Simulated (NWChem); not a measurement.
CH$_{4}$BBr; SMILES CBBr

Program: NWChem. The geometry was optimised at PBE0/def2-SVP. Ions are spin-unrestricted doublets at the neutral geometry; other ion states weren't tried.

For level LDA (Slater exchange, VWN5)/def2-SVP:

```yaml
"−ε(HOMO) (eV)": 6.66
```

Estimate the same quantities for level B3LYP/def2-SVP.


- −ε(HOMO) (eV) = 7.59
